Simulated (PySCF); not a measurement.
# Molecular orbitals of Se2

PBE0 at R = 2.166 Å; PySCF, scalar-relativistic core potentials, basis sets Se cc-pVTZ-PP with ECP10. State: singlet, one real π or δ orbital doubly filled, a mixture of terms (⟨Lz²⟩ = 2.0), a second solution, started from another occupation. Only the outer orbitals are listed.

| orbital | occ. | ε (eV) | main shells (%) |
| --- | --- | --- | --- |
| σg | 2 | -21.92 | 91 s |
| σu | 2 | -17.46 | 94 s |
| σg | 2 | -10.12 | 90 p, 9 s |
| πu | 2 | -9.10 | 97 p |
| πu | 2 | -8.87 | 98 p |
| πg | 2 | -5.88 | 98 p |
| πg | 0 | -4.67 | 98 p |
| σu | 0 | -0.82 | 107 p |
| σg | 0 | 3.49 | 79 s, 14 d |

Which are the highest filled and the lowest empty level, where do they sit, and how wide is the gap?

Highest filled πg at -5.88 eV (in %: 98 p); lowest empty πg at -4.67 eV (in %: 98 p); the gap at PBE0 is 1.21 eV. Both belong to one degenerate shell, split only by its one-sided filling, so this is no excitation gap.

| Item | Value |
| --- | --- |
| bond order (Mayer) | 2.05 |
| ⟨S²⟩ | 0.000 |

Shares are Mulliken populations and can fall outside 0 to 100 %.
